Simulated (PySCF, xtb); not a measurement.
BeClI, SMILES [Cl][Be][I].

GFN2-xTB (xtb 6.7.1) at its own geometry gives an orbital gap of 6.23 eV and a dipole moment of 4.13 D.

Coordinates come from a B3LYP-D3(BJ)/def2-TZVP optimisation. The def2 effective core potentials stand for the cores of I; spin–orbit coupling is left out.

Task: What does r2SCAN/def2-TZVPD (PySCF) give? (An estimate is asked for; the answer gives what the named calculation found.)

Result: gap 6.35 eV (levels -7.39 and -1.05 eV), dipole 0.40 D.
